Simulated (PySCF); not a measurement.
C3H8O2Si, SMILES CC(=O)C[SiH2]O.

The structure is a stationary point at PBE-D3(BJ)/def2-SVP. Other conformers were not sampled.

Computed with PBE-D3(BJ)/def2-SVP run with PySCF.

Frequencies are harmonic and unscaled.

| mode | ν (cm⁻¹) | IR (km/mol) | moving atoms (share of kinetic energy) |
|---|---|---|---|
| 1 | 58 | 2.3 | O 43 %, C 36 %, H 18 % |
| 2 | 99 | 1.8 | H 34 %, O 25 %, Si 22 %, C 19 % |
| 3 | 145 | 0.7 | H 94 % |
| 4 | 196 | 5.2 | O 70 %, C 16 %, H 10 % |
| 5 | 257 | 10.8 | O 46 %, Si 21 %, H 17 %, C 16 % |
| 6 | 363 | 4.2 | H 43 %, C 36 %, Si 11 %, O 10 % |
| 7 | 486 | 11.7 | H 53 %, O 25 %, C 16 % |
| 8 | 514 | 9.8 | H 53 %, C 37 % |
| 9 | 568 | 14.3 | H 43 %, C 29 %, Si 14 %, O 14 % |
| 10 | 594 | 56.4 | H 83 %, O 10 % |
| 11 | 682 | 2.9 | C 49 %, H 39 % |
| 12 | 710 | 19.2 | H 84 % |
| 13 | 751 | 53.5 | H 69 %, C 24 % |
| 14 | 802 | 31.3 | H 46 %, C 40 %, O 11 % |
| 15 | 851 | 20.1 | O 45 %, H 30 %, C 13 %, Si 12 % |
| 16 | 895 | 133.3 | H 53 %, Si 20 %, O 18 %, C 8 % |
| 17 | 911 | 51.6 | H 66 %, C 31 % |
| 18 | 955 | 54.5 | H 78 %, C 13 % |
| 19 | 964 | 61.3 | H 61 %, C 28 % |
| 20 | 1048 | 222.8 | H 84 % |
| 21 | 1077 | 81.1 | H 60 %, C 37 % |
| 22 | 1085 | 10.4 | H 73 %, C 20 % |
| 23 | 1222 | 114.7 | C 55 %, H 43 % |
| 24 | 1312 | 66.7 | H 67 %, C 33 % |
| 25 | 1368 | 41.1 | H 82 %, C 18 % |
| 26 | 1379 | 7.2 | H 93 % |
| 27 | 1394 | 12.7 | H 96 % |
| 28 | 1710 | 148.6 | C 63 %, O 34 % |
| 29 | 2137 | 141.6 | H 97 % |
| 30 | 2182 | 130.6 | H 97 % |
| 31 | 2972 | 0.3 | H 97 % |
| 32 | 2992 | 0.9 | H 95 % |
| 33 | 3053 | 1.4 | H 91 %, C 9 % |
| 34 | 3068 | 4.1 | H 90 %, C 10 % |
| 35 | 3111 | 4.2 | H 90 %, C 10 % |
| 36 | 3463 | 259.4 | H 94 % |
